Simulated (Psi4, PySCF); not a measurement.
Here is a job for PySCF.
```python
from pyscf import gto, scf, mp

mol = gto.M(
    atom='''
C     1.51690442   -1.41971904   -0.24378573
C     1.40505215   -0.07373810    0.48414863
C     2.01623325    1.03976375   -0.36381501
C    -0.02692007    0.26556411    0.93788271
C    -1.05411537    0.38736354   -0.17379600
C    -2.37166067    0.98323651    0.26509911
O    -1.34287486   -1.02525699   -0.61158989
H     0.99879037   -2.21740868    0.29055638
H     1.20911345   -1.35273697   -1.29212350
H     2.56418651   -1.71381692   -0.27863193
H     1.99290782   -0.14922192    1.40299502
H     1.54026238    1.12375991   -1.33877963
H     3.07020753    0.83878908   -0.53175862
H     1.93627406    1.99739621    0.14226544
H     0.00382205    1.21808948    1.46647643
H    -0.37865578   -0.48306837    1.65105011
H    -0.64768996    0.92780748   -1.03290850
H    -2.77234369    0.44338393    1.11865954
H    -2.22326304    2.01889486    0.55474022
H    -3.10154716    0.96724142   -0.54110959
H    -1.90738052   -1.04673974   -1.40881562
H    -0.45464738   -1.46513842   -0.74429878
''',
    basis='6-31g*',
    charge=1,
    verbose=4,
)

mf = scf.RHF(mol)
mf.kernel()

pt = mp.MP2(mf, frozen=7)
pt.kernel()
print('E(MP2) = %.10f' % pt.e_tot)
```

Q: Give the equivalent Psi4 input.

A: This is not unique; one that fits is 
```
memory 2 GB

molecule mol {
1 1
C     1.516904   -1.419719   -0.243786
C     1.405052   -0.073738    0.484149
C     2.016233    1.039764   -0.363815
C    -0.026920    0.265564    0.937883
C    -1.054115    0.387364   -0.173796
C    -2.371661    0.983237    0.265099
O    -1.342875   -1.025257   -0.611590
H     0.998790   -2.217409    0.290556
H     1.209113   -1.352737   -1.292123
H     2.564187   -1.713817   -0.278632
H     1.992908   -0.149222    1.402995
H     1.540262    1.123760   -1.338780
H     3.070208    0.838789   -0.531759
H     1.936274    1.997396    0.142265
H     0.003822    1.218089    1.466476
H    -0.378656   -0.483068    1.651050
H    -0.647690    0.927807   -1.032909
H    -2.772344    0.443384    1.118660
H    -2.223263    2.018895    0.554740
H    -3.101547    0.967241   -0.541110
H    -1.907381   -1.046740   -1.408816
H    -0.454647   -1.465138   -0.744299
}

set {
  basis 6-31g*
  reference rhf
  freeze_core true
  mp2_type conv
  scf_type pk
  puream true
  d_convergence 1e-8
}

energy('mp2')
print_variables()
```

Both were run: PySCF gave -311.491934 Eh and Psi4 -311.491934 Eh, 0.000 mEh apart.
